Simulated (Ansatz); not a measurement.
System: AgH, charge 0, multiplicity 1. SMILES: [AgH]
Geometry: optimised at B3LYP-D3(BJ)/def2-TZVP (Ansatz, an electronic-structure program).

Quantity: vertical triplet-singlet gap, E(triplet) - E(singlet), in eV. Conventions: open shells spin-unrestricted; no spin-orbit coupling; six Cartesian d functions in 6-31G* and its kin unless marked 5d; STO-3G and 3-21G all-electron and non-relativistic; def2 sets with scalar-relativistic core potentials past Kr; each state is the SCF solution reached for its charge and spin; valence correlation only (noble-gas shells and the d and f shells of earlier blocks); LANL2DZ with its own core potentials from Na on. Ab initio and DFT rows: single points at B3LYP-D3(BJ) geometries (Ansatz). The spin state of an ion or metal species was assumed, not searched. Levels can end on unlike triplets.

```csv
level,program,"vertical triplet-singlet gap, E(triplet) - E(singlet) (eV)"
HF/6-31G* with LANL2DZ past Ar,Ansatz,2.35
PBE/6-31G* with LANL2DZ past Ar,Ansatz,3.00
B3LYP/STO-3G,Ansatz,0.05
B3LYP/3-21G,Ansatz,2.69
B3LYP/6-31G* with LANL2DZ past Ar,Ansatz,3.01
MP2/6-31G* with LANL2DZ past Ar,Ansatz,2.68
PBE0/def2-TZVPD,Ansatz,2.69
wB97M-V/def2-TZVPD,Ansatz,2.88
```

No value to compare with is used here. The 6 habitual levels span 0.05 (B3LYP/STO-3G) to 3.01 eV (B3LYP/6-31G* with LANL2DZ past Ar); PBE0/def2-TZVPD gives 2.69.

The levels are drawn from those run, B3LYP/6-31G* more often than the rest, none by its result; left out are runs that failed, that the program found above a lower state of the same kind, or whose <S^2> lies over 0.5 above the pure value.
